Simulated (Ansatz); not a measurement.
System: sum formula HSiO$_{2}$ (charge 0, doublet). It need not be the lowest isomer of its formula. SMILES: [O][Si]O
Coordinates optimised at B3LYP-D3(BJ)/def2-TZVP (Ansatz, a quantum-chemistry and plane-wave program):
```xyz
4

Si    -0.3586    -0.1016    -0.1448
O     -0.5497    -0.1792     1.3687
O      1.0441     0.3150    -0.8842
H      1.0643     0.3351    -1.8479
```
Charge 0, spin multiplicity 2.

Quantity: vertical electron affinity (to the singlet state of charge -1; a negative value means that the extra electron is unbound and the number depends on the basis; each state is the SCF solution reached for its spin), in eV. Cores are frozen in the correlated levels unless marked. UHF or UKS for open shells. Spin-orbit coupling is left out. Non-relativistic. Anions need diffuse functions: aug- sets have them; def2-D sets add few. CBS marks a two-point X^-3 extrapolation of the correlation energy; Hartree-Fock from the larger set. [CCSD(T)-MP2]/basis is that difference in the basis named.

```tsv
level	program	vertical electron affinity (eV)	minus last row
HF/aug-cc-pV(D+d)Z	Ansatz	1.23	-1.03
HF/aug-cc-pV(T+d)Z	Ansatz	1.23	-1.03
B3LYP/def2-TZVPD	Ansatz	2.17	-0.09
wB97M-V/def2-TZVPD	Ansatz	2.23	-0.03
RI-MP2/aug-cc-pV(Q+d)Z	Ansatz	2.15	-0.11
RI-MP2/CBS(aug-cc-pV(T+d)Z,aug-cc-pV(Q+d)Z)	Ansatz	2.19	-0.07
RI-MP2/CBS(aug-cc-pV(T+d)Z,aug-cc-pV(Q+d)Z)+[CCSD(T)-MP2]/aug-cc-pV(T+d)Z	Ansatz	2.26	0.00
```
